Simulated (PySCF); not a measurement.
Si(H)(OH)(SH)2, SMILES S[SiH](O)S (H₄OS₂Si), PBE0/def2-SVP optimised geometry.

```
8

Si    -0.59    -0.61     0.00
O      1.07    -0.61     0.00
S     -1.51     1.32     0.00
S     -1.13    -1.49    -1.86
H     -1.09    -1.32     1.21
H      1.51    -0.29     0.80
H     -1.84     1.27     1.31
H     -0.02    -2.26    -1.90
```

Density from PBE0/def2-TZVP in PySCF at that geometry.

Minimum of the electron density along straight lines between bonded atoms, close to the bond critical point (lines longer than 1.1 times the sum of covalent radii, or with two minima, are not listed):

```tsv
bond	length / Å	ρ at the minimum / e bohr⁻³	∇²ρ there / e bohr⁻⁵	position (fraction from the first atom)
Si1–O2	1.661	0.135	0.77	0.41
Si1–S3	2.142	0.100	0.09	0.36
Si1–S4	2.127	0.104	0.09	0.36
Si1–H5	1.492	0.123	0.13	0.49
O2–H6	0.963	0.354	-2.40	0.81
S3–H7	1.351	0.210	-0.59	0.64
S4–H8	1.352	0.210	-0.59	0.65
```
